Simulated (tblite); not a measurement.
C₂H₈BN₂Si (doublet state).
Atom-mapped SMILES: `[CH2:1][Si@H:2]1[CH2:3][NH:4][BH:5][NH:6]1` (hydrogens: H7, H8 on C1; H9 on Si2; H10, H11 on C3; H12 on N4; H13 on B5; H14 on N6)

Computed with GFN2-xTB (tblite), gas phase: L-BFGS steps from a force-field or distance-geometry start until the largest atomic force falls under 0.01 eV/Å.

Step 13: E = -466.1926 eV
```
atom  x, y, z in Å  |  force x, y, z in eV/Å
C1      2.1638    0.0206   -0.3008    0.052   0.079  -0.311
Si2     0.8571    0.2102    0.9621   -0.335   0.587  -0.700
C3     -0.7536    1.2461    0.5102    0.355   0.198   0.112
N4     -1.6101    0.2559   -0.1059   -0.084   0.245  -0.131
B5     -1.3430   -1.0947    0.2383    0.119   0.330  -0.273
N6     -0.0618   -1.2414    0.8049   -0.701   0.493   0.059
H7      1.8383   -0.0285   -1.3197   -0.074  -0.021  -0.377
H8      3.2163   -0.1335   -0.2096    0.244   0.211   0.337
H9      1.2481    0.5132    2.2862    0.348   0.182   1.063
H10    -1.2407    1.6384    1.4259    0.223  -0.356  -0.136
H11    -0.6233    2.1386   -0.1156    0.137  -0.362  -0.111
H12    -1.9651    0.5356   -1.0063   -0.349  -0.110   0.224
H13    -2.0601   -1.9691    0.0029   -0.210  -0.264  -0.124
H14     0.3333   -2.0920    1.0855    0.276  -1.212   0.369
```

Step 14: E = -466.2664 eV
```
atom  x, y, z in Å  |  force x, y, z in eV/Å
C1      2.1787    0.0023   -0.3025    0.157   0.151  -0.404
Si2     0.8564    0.2146    0.9495   -0.077   0.352  -0.257
C3     -0.7433    1.2433    0.5078    0.155   0.217  -0.004
N4     -1.6130    0.2610   -0.1027   -0.051   0.052  -0.243
B5     -1.3386   -1.0929    0.2119    0.010   0.157  -0.121
N6     -0.0657   -1.2431    0.7973   -0.091  -0.464   0.466
H7      1.8519   -0.0142   -1.3278   -0.008  -0.047  -0.217
H8      3.2462   -0.1125   -0.2232   -0.081   0.214   0.347
H9      1.2435    0.4994    2.2999    0.229   0.106   0.609
H10    -1.2342    1.6407    1.4141    0.215  -0.311   0.027
H11    -0.6270    2.1291   -0.1214    0.223  -0.207  -0.209
H12    -2.0153    0.5527   -0.9802   -0.291  -0.078   0.258
H13    -2.0583   -1.9752   -0.0171   -0.127  -0.123  -0.127
H14     0.3179   -2.1057    1.1524   -0.264  -0.021  -0.126
```

**Question.** Estimate the geometry and energy of step 15. (The exact step hangs on the optimiser's Hessian estimate; all steps are aligned on step 14, rigid shifts and turns removed.)

**Answer.** E = -466.3081 eV, largest force 0.414 eV/Å
```
atom  x, y, z in Å  |  force x, y, z in eV/Å
C1      2.1887   -0.0002   -0.3113   -0.009   0.224  -0.267
Si2     0.8526    0.2237    0.9370    0.197  -0.076   0.199
C3     -0.7313    1.2430    0.5056   -0.096   0.086  -0.152
N4     -1.6124    0.2647   -0.1046    0.166  -0.181   0.016
B5     -1.3352   -1.0898    0.1935   -0.037  -0.087   0.043
N6     -0.0712   -1.2511    0.8063   -0.012  -0.077   0.358
H7      1.8579   -0.0090   -1.3364    0.061  -0.063  -0.195
H8      3.2586   -0.0967   -0.2208   -0.159   0.184   0.301
H9      1.2445    0.4942    2.3150    0.108   0.036   0.130
H10    -1.2243    1.6343    1.4056    0.167  -0.211   0.181
H11    -0.6243    2.1196   -0.1262    0.274   0.001  -0.310
H12    -2.0454    0.5579   -0.9576   -0.393   0.077  -0.013
H13    -2.0610   -1.9807   -0.0296   -0.003   0.056  -0.123
H14     0.3020   -2.1104    1.1814   -0.267   0.030  -0.169
```

The energy changes by -0.0418 eV. The first-order estimate −F·Δx gives -0.0636 eV and the mean of the old and new forces, exact on a quadratic surface, -0.0419 eV. The step makes an angle of 53° with the force vector and moves no atom by more than 0.038 Å.

The cost below is that of the whole relaxation. The run took 0.51 s of wall time on Arm Neoverse V1, one thread, shared host.
